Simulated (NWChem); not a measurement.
ZrNH2SF; SMILES [Zr](=[S])([NH2])[F]

```xyz
6

Zr    -0.1129     0.1935     0.0303
S     -0.2394    -2.0221     0.0296
F     -1.6805     1.2118    -0.4436
N      1.6591     0.7761    -0.7401
H      1.8780     1.6972    -1.1199
H      2.4233     0.1463    -0.9811
```
Atoms are numbered in this order, from 1.

Level: PBE0/def2-SVP with def2 effective core potentials on Zr (NWChem), optimised geometry, unscaled harmonic frequencies. def2 effective core potentials on Zr; no spin-orbit coupling.

Question: List the harmonic frequencies with IR intensities, and the thermochemistry.

Answer: 
| frequency (cm⁻¹) | IR intensity (km/mol) |
|---|---|
| 76 | 26.5 |
| 153 | 5.3 |
| 154 | 0.8 |
| 423 | 6.7 |
| 476 | 4.2 |
| 550 | 58.5 |
| 612 | 207.1 |
| 651 | 131.0 |
| 674 | 154.8 |
| 1502 | 40.5 |
| 3551 | 74.6 |
| 3643 | 34.7 |

```
Quantity                                                                            Value
-----------------------------------------------------------------------  ----------------
zero-point energy                                                           17.8 kcal/mol
thermal correction to the enthalpy at 298.15 K (with zero-point energy)     22.2 kcal/mol
heat capacity Cv                                                         18.5 cal/(mol K)
entropy at 298.15 K and 1 atm (symmetry number 1)                        80.6 cal/(mol K)
```

Rigid rotor and harmonic oscillator; modes under 100 cm⁻¹ make the entropy uncertain.
